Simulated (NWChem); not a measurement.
System: C₂H₅FOSi; SMILES F/C=C/O[SiH3]

Parts of the log:

```
             Northwest Computational Chemistry Package (NWChem) 7.3.0
             --------------------------------------------------------

 C1  symmetry detected

                             Geometry "geometry" -> ""
                             -------------------------

 Output coordinates in angstroms (scale by  1.889725989 to convert to a.u.)

  No.       Tag          Charge          X              Y              Z
 ---- ---------------- ---------- -------------- -------------- --------------
    1 F                    9.0000     0.27476246     2.87686144    -0.04250588
    2 C                    6.0000    -0.40942772     1.73441451    -0.08885789
    3 C                    6.0000     0.18664790     0.56912121     0.16332394
    4 O                    8.0000    -0.50494559    -0.59305107     0.15747997
    5 Si                  14.0000     0.15177333    -2.11982921    -0.07213730
    6 H                    1.0000    -1.46811449     1.84419655    -0.33693054
    7 H                    1.0000     1.25628397     0.54193836     0.41130895
    8 H                    1.0000    -0.92702014    -3.07901242     0.27593734
    9 H                    1.0000     1.33453137    -2.29259305     0.82516006
   10 H                    1.0000     0.58287411    -2.30547929    -1.48963677

 Effective nuclear repulsion energy (a.u.)     214.6102816845

                                 NWChem DFT Module
                                 -----------------

 Summary of "ao basis" -> "ao basis" (spherical)
 ------------------------------------------------------------------------------
       Tag                 Description            Shells   Functions and Types
 ---------------- ------------------------------  ------  ---------------------
 F                         def2-tzvp                11       31   5s3p2d1f
 C                         def2-tzvp                11       31   5s3p2d1f
 O                         def2-tzvp                11       31   5s3p2d1f
 Si                        def2-tzvp                13       37   5s5p2d1f
 H                         def2-tzvp                 4        6   3s1p

            General Information
            -------------------
          SCF calculation type: DFT
          Wavefunction type:  closed shell.
          No. of atoms     :    10
          No. of electrons :    48
           Alpha electrons :    24
            Beta electrons :    24
          Charge           :     0
          Spin multiplicity:     1
          Use of symmetry is: off; symmetry adaption is: off
          Maximum number of iterations: 150
          AO basis - number of functions:   191
                     number of shells:    77
          Convergence on energy requested:  1.00D-06
          Convergence on density requested:  1.00D-05
          Convergence on gradient requested:  5.00D-04

              XC Information
              --------------
                         PBE0 Method XC Functional
                     Hartree-Fock (Exact) Exchange  0.250
          PerdewBurkeErnzerhof Exchange Functional  0.750
            Perdew 1991 LDA Correlation Functional  1.000 local
           PerdewBurkeErnz. Correlation Functional  1.000 non-local

             Grid Information
             ----------------
          Grid used for XC integration:  medium
          Radial quadrature: Mura-Knowles
          Angular quadrature: Lebedev.
          Tag              B.-S. Rad. Rad. Pts. Rad. Cut. Ang. Pts.
          ---              ---------- --------- --------- ---------
          F                   0.50       49          14.0       434
          C                   0.70       49          12.0       434
          O                   0.60       49           9.0       434
          Si                  1.10       88          12.0       590
          H                   0.35       45          13.0       434
          Grid pruning is: on
          Number of quadrature shells:   509
          Spatial weights used:  Erf1

      Superposition of Atomic Density Guess
      -------------------------------------

 Sum of atomic energies:        -540.87949852

      Non-variational initial energy
      ------------------------------

 Total energy =    -542.945080
 1-e energy   =   -1172.802137
 2-e energy   =     415.246776
 HOMO         =      -0.248039
 LUMO         =       0.023800

------------------------------------------------------------
EAF file 0: "./job.aoints.0" size=572522496 bytes
------------------------------------------------------------
               write      read    awrite     aread      wait
               -----      ----    ------     -----      ----
     calls:     1092         0         0         0         0
   data(b): 5.73e+08  0.00e+00  0.00e+00  0.00e+00
   time(s): 0.00e+00  0.00e+00  0.00e+00  0.00e+00  0.00e+00
rate(mb/s): 0.00e+00  0.00e+00
------------------------------------------------------------

     ---------------------------------------------
      Total Density - Mulliken Population Analysis
     ---------------------------------------------

    Atom       Charge   Shell Charges
 -----------   ------   -------------------------------------------------------
    1 F    9     9.33   0.77  1.20  0.61  1.00  0.31  2.31  2.30  0.82  0.00  0.01  0.00
    2 C    6     5.81   0.86  1.12  0.54  0.60  0.12  1.07  1.10  0.29  0.03  0.07  0.01
    3 C    6     5.92   0.86  1.12  0.54  0.62  0.08  1.12  1.14  0.31  0.03  0.08  0.01
    4 O    8     8.60   0.79  1.18  0.58  0.95  0.23  1.98  2.18  0.68  0.00  0.02  0.00
    5 Si  14    13.43   2.00  0.59  1.39  0.85  0.45  4.11  1.73  0.49  1.16  0.39  0.12  0.12  0.03
    6 H    1     0.87   0.24  0.45  0.16  0.02
    7 H    1     0.87   0.24  0.45  0.16  0.02
    8 H    1     1.05   0.23  0.54  0.27  0.01
    9 H    1     1.06   0.23  0.54  0.27  0.01
   10 H    1     1.06   0.23  0.55  0.28  0.01

   convergence    iter        energy       DeltaE   RMS-Dens  Diis-err
 ---------------- ----- ----------------- --------- --------- ---------
 d= 0,ls=0.0,diis     1   -543.4017614547 -7.58D+02  4.29D-03  9.99D-01
 d= 0,ls=0.0,diis     2   -543.3925579860  9.20D-03  2.47D-03  1.05D+00
 d= 0,ls=0.0,diis     3   -543.4747311484 -8.22D-02  8.29D-04  1.17D-01
 d= 0,ls=0.0,diis     4   -543.4836059879 -8.87D-03  3.31D-04  8.83D-03
 d= 0,ls=0.0,diis     5   -543.4844296755 -8.24D-04  1.07D-04  1.57D-03
  Resetting Diis
 d= 0,ls=0.0,diis     6   -543.4845831809 -1.54D-04  1.94D-05  2.86D-05
 d= 0,ls=0.0,diis     7   -543.4845856908 -2.51D-06  7.89D-06  1.61D-06
 d= 0,ls=0.0,diis     8   -543.4845855732  1.18D-07  4.37D-06  2.68D-06

         Total DFT energy =     -543.484585573169
      One electron energy =    -1176.247699344324
           Coulomb energy =      470.470990369213
    Exchange-Corr. energy =      -52.318158282574
 Nuclear repulsion energy =      214.610281684517

 Numeric. integr. density =       48.000008515053

                       DFT Final Molecular Orbital Analysis
                       ------------------------------------

 Vector   22  Occ=2.000000D+00  E=-3.609663D-01
              MO Center=  4.9D-02, -2.0D+00, -4.7D-01, r^2= 3.2D+00
   Bfn.  Coefficient  Atom+Function         Bfn.  Coefficient  Atom+Function
  ----- ------------  ---------------      ----- ------------  ---------------
   187     -0.239307  10 H  s               141      0.234844   5 Si pz
   175      0.177938   8 H  s               188     -0.154544  10 H  s
   186     -0.146464  10 H  s               139     -0.125312   5 Si px
   176      0.113769   8 H  s               101     -0.112777   4 O  pz
    99      0.111085   4 O  px              174      0.108797   8 H  s

 Vector   23  Occ=2.000000D+00  E=-3.447977D-01
              MO Center=  1.7D-01, -9.6D-01,  2.4D-01, r^2= 3.4D+00
   Bfn.  Coefficient  Atom+Function         Bfn.  Coefficient  Atom+Function
  ----- ------------  ---------------      ----- ------------  ---------------
    99      0.282447   4 O  px              102      0.240896   4 O  px
   181     -0.189853   9 H  s               105      0.163262   4 O  px
   182     -0.147022   9 H  s               139     -0.144872   5 Si px
   101      0.125194   4 O  pz               68     -0.121596   3 C  px
   169     -0.120209   7 H  s               170     -0.118835   7 H  s

 Vector   24  Occ=2.000000D+00  E=-2.473871D-01
              MO Center= -1.5D-01,  9.1D-01,  1.7D-02, r^2= 2.5D+00
   Bfn.  Coefficient  Atom+Function         Bfn.  Coefficient  Atom+Function
  ----- ------------  ---------------      ----- ------------  ---------------
    39      0.264727   2 C  pz               42      0.251837   2 C  pz
    70      0.234264   3 C  pz              101     -0.229703   4 O  pz
    73      0.216762   3 C  pz              104     -0.199049   4 O  pz
     8     -0.186577   1 F  pz              107     -0.165475   4 O  pz
    11     -0.150397   1 F  pz               76      0.142028   3 C  pz

 Vector   25  Occ=0.000000D+00  E=-3.593167D-03
              MO Center=  2.7D-01, -2.2D+00, -1.1D-01, r^2= 4.6D+00
   Bfn.  Coefficient  Atom+Function         Bfn.  Coefficient  Atom+Function
  ----- ------------  ---------------      ----- ------------  ---------------
   143      1.128197   5 Si py               67     -0.749462   3 C  s
    98     -0.453208   4 O  s                36      0.361533   2 C  s
   176      0.348094   8 H  s               140      0.309544   5 Si py
   142     -0.263936   5 Si px              106      0.254463   4 O  py
    44     -0.242573   2 C  py              182      0.177857   9 H  s

 Vector   26  Occ=0.000000D+00  E= 1.569730D-02
              MO Center= -8.1D-02,  4.9D-01, -1.1D-01, r^2= 4.4D+00
   Bfn.  Coefficient  Atom+Function         Bfn.  Coefficient  Atom+Function
  ----- ------------  ---------------      ----- ------------  ---------------
    76      0.647489   3 C  pz               45     -0.538365   2 C  pz
   142     -0.505548   5 Si px              182      0.504883   9 H  s
   176     -0.360647   8 H  s                36      0.337017   2 C  s
   144     -0.333810   5 Si pz               67     -0.286535   3 C  s
    39     -0.275232   2 C  pz               70      0.266060   3 C  pz

 Vector   27  Occ=0.000000D+00  E= 5.034743D-02
              MO Center=  5.9D-01, -1.6D+00,  2.3D-01, r^2= 5.3D+00
   Bfn.  Coefficient  Atom+Function         Bfn.  Coefficient  Atom+Function
  ----- ------------  ---------------      ----- ------------  ---------------
   176      1.165121   8 H  s               142      1.127146   5 Si px
    67     -1.049229   3 C  s               188     -1.007592  10 H  s
   170      0.962308   7 H  s               144     -0.927338   5 Si pz
    74     -0.487212   3 C  px              143      0.460163   5 Si py
    36      0.256817   2 C  s               164     -0.227998   6 H  s

------------------------------------------------------------
EAF file 0: "./job.aoints.0" size=860356608 bytes
------------------------------------------------------------
               write      read    awrite     aread      wait
               -----      ----    ------     -----      ----
     calls:     1641         7         0     11480     11480
   data(b): 8.60e+08  3.67e+06  0.00e+00  6.02e+09
   time(s): 0.00e+00  0.00e+00  0.00e+00  0.00e+00  0.00e+00
rate(mb/s): 0.00e+00  0.00e+00
------------------------------------------------------------

     ---------------------------------------------
      Total Density - Mulliken Population Analysis
     ---------------------------------------------

    Atom       Charge   Shell Charges
 -----------   ------   -------------------------------------------------------
    1 F    9     9.19   0.77  1.20  0.61  0.99  0.35  2.27  2.14  0.85  0.00  0.02  0.00
    2 C    6     5.95   0.85  1.12  0.53  0.56  0.09  1.27  1.14  0.24  0.03  0.09  0.02
    3 C    6     6.00   0.85  1.12  0.52  0.61  0.06  1.28  1.15  0.27  0.03  0.10  0.01
    4 O    8     8.32   0.79  1.18  0.57  0.94  0.26  1.91  1.98  0.67  0.00  0.03  0.00
    5 Si  14    13.70   2.00  0.57  1.39  0.89  0.38  4.13  1.69  0.59  1.34  0.29  0.18  0.20  0.05
    6 H    1     0.88   0.27  0.47  0.12  0.02
    7 H    1     0.89   0.27  0.47  0.13  0.02
    8 H    1     1.01   0.24  0.54  0.22  0.01
    9 H    1     1.03   0.24  0.54  0.23  0.01
   10 H    1     1.02   0.24  0.54  0.23  0.01

     -------------------------------------------
      Total Density - Lowdin Population Analysis
     -------------------------------------------

    Atom       Charge   Shell Charges
 -----------   ------   -------------------------------------------------------
    1 F    9     8.83   0.86  1.10  0.59  0.68  0.36  2.13  2.12  0.95  0.00  0.03  0.00
    2 C    6     6.31   0.91  1.03  0.37  0.34  0.18  1.10  1.24  0.50  0.05  0.50  0.10
    3 C    6     6.32   0.91  1.03  0.36  0.33  0.17  1.11  1.26  0.52  0.04  0.50  0.08
    4 O    8     7.88   0.87  1.09  0.51  0.53  0.27  1.76  1.88  0.89  0.00  0.08  0.00
    5 Si  14    13.80   2.00  0.84  1.09  0.54  0.33  3.85  1.88  0.70  1.17  0.59  0.19  0.47  0.16
    6 H    1     0.87   0.25  0.39  0.17  0.06
    7 H    1     0.87   0.25  0.39  0.17  0.06
    8 H    1     1.04   0.24  0.48  0.29  0.02
    9 H    1     1.04   0.24  0.48  0.30  0.02
   10 H    1     1.04   0.24  0.48  0.30  0.02

     Multipole analysis of the density
     ---------------------------------

     L   x y z        total         alpha         beta         nuclear
     -   - - -        -----         -----         ----         -------
     0   0 0 0     -0.000000    -24.000000    -24.000000     48.000000

     1   1 0 0      0.054106      0.027053      0.027053      0.000000
     1   0 1 0     -0.641542     -0.320771     -0.320771     -0.000000
     1   0 0 1     -0.054731     -0.027366     -0.027366      0.000000

     2   2 0 0    -26.608796    -32.892052    -32.892052     39.175308
     2   1 1 0     -1.706805      3.063288      3.063288     -7.833381
     2   1 0 1      0.708796     -0.529716     -0.529716      1.768227
     2   0 2 0    -28.731481   -342.816119   -342.816119    656.900758
     2   0 1 1     -0.100406     -0.444205     -0.444205      0.788003
     2   0 0 2    -28.393064    -20.898851    -20.898851     13.404638
```

Level: PBE0/def2-TZVP. Geometry: optimised at PBE0/def2-SVP.

Q: Reconstruct the input file.

A: One answer among several that fit: the input that was run:
```
start job
memory heap 200 mb stack 900 mb global 1100 mb
geometry units angstroms noautoz
  F      0.345033     2.867639    -0.017164
  C     -0.360639     1.741718    -0.116051
  C      0.185182     0.563409     0.184744
  O     -0.531570    -0.581911     0.125678
  Si     0.104346    -2.124757    -0.048369
  H     -1.393245     1.875898    -0.447910
  H      1.230698     0.511542     0.517254
  H     -1.021560    -3.056636     0.214159
  H      1.207359    -2.322565     0.940641
  H      0.642388    -2.325684    -1.426686
end
basis spherical
  * library def2-tzvp
end
dft
  xc pbe0
  iterations 150
  semidirect filesize 400000000
  mulliken
end
task dft energy
```
